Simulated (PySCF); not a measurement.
# Curvature of the energy in the electron number along the 4p block, charge +2

Calculated with PySCF 2.14, in jorge-DZP-DKH, spin-free X2C: one orbital is emptied in steps, and each cell gives the departure of E from the straight line at half an electron, in eV (from a cubic fit). The exact functional gives zero.

```csv
species,orbital,LDA,PBE,r2SCAN,PBE0,BHandHLYP,LC-wPBE,UHF
Ga²⁺,4s alpha,-1.21,-1.23,-1.06,-0.90,-0.65,-0.18,0.02
Ge²⁺,4s beta,-1.30,-1.30,-1.11,-0.95,-0.67,-0.21,0.05
As²⁺,4p alpha,-1.25,-1.21,-1.13,-0.89,-0.60,-0.20,0.06
Se²⁺,4p alpha,-1.35,-1.31,-1.22,-0.95,-0.63,-0.24,0.09
Br²⁺,4p alpha,-1.45,-1.41,-1.31,-1.02,-0.66,-0.29,0.12
Kr²⁺,4p beta,-1.45,-1.40,-1.28,-1.01,-0.67,-0.28,0.17
```

Problem. How does the mean departure depend on the functional?

Solution. LDA -1.33 eV; PBE -1.31 eV; r2SCAN -1.18 eV; PBE0 -0.95 eV; BHandHLYP -0.65 eV; LC-wPBE -0.23 eV; UHF 0.09 eV. Semilocal functionals are convex (delocalisation error), Hartree-Fock is concave or straight, and exact exchange removes curvature roughly in proportion to its share, so among the functionals the range-separated hybrids usually come closest to zero.

No spin-orbit coupling is included.
